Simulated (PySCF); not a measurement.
# Relaxation of singlet Y₂O

These are results of PySCF, PBE0, basis O def2-TZVP, Y def2-TZVP with ECP28 (scalar-relativistic core potentials, no spin–orbit coupling, density fitting), not measurements. A (50,194) grid was used.

A hand-made bent start, of C2v symmetry, held to at least that symmetry:

Coordinates in bohr (charge 0 multiplicity 1):
```
O     0.0000    0.0000   -2.2475
Y     3.4984    0.0000    0.2022
Y    -3.4984    0.0000    0.2022
```

Optimiser trace:
```
step  E − E(last) (kJ/mol)  largest gradient (Eh/bohr)
   0                136.94                     0.08208
   1                 57.83                     0.05724
   2                 14.09                     0.02820
   3                  7.44                     0.00820
   4                  6.09                     0.00532
   5                  2.28                     0.00179
   6                  1.23                     0.00267
   7                  1.00                     0.00254
   8                  0.63                     0.00139
   9                  0.34                     0.00290
  10                  0.15                     0.00148
  11                  0.08                     0.00020
  12                  0.05                     0.00069
  13                  0.03                     0.00076
  14                  0.01                     0.00032
  15                  0.00                     0.00037
  16                  0.00                     0.00011
```

It ends at D∞h with O–Y 1.970 Å (×2); Y–O–Y 180.0°. A frequency run shows a minimum. Other isomers or separated fragments may lie lower.

Final geometry:
```xyz
3
charge 0 multiplicity 1, angstrom
O     0.0000    0.0000    0.0000
Y     1.9698    0.0000    0.0000
Y    -1.9698    0.0000    0.0000
```
